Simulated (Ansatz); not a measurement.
stibine cation (H₃Sb), SMILES [SbH3] (connectivity only; charge and spin as stated), charge +1, multiplicity 2.

Geometry optimised at B3LYP-D3(BJ)/def2-TZVPD. The spin state was assumed, not searched. The def2 effective core potentials stand for the cores of Sb; spin–orbit coupling is left out.

Two levels are set side by side: PBE/def2-TZVPD (Ansatz, a first-principles code) and ωB97X-V/def2-TZVPD (Ansatz). Energy differences of separate SCF runs at the same geometry; the states with an electron removed or added have multiplicity 1 and 1. Differences are taken from unrounded values.

```csv
quantity,ωB97X-V,PBE,PBE minus ωB97X-V
vertical ionisation energy (eV),16.84,16.86,0.01
vertical electron affinity (eV),8.66,8.62,-0.04
```

Here PBE gives about what the other level gives.
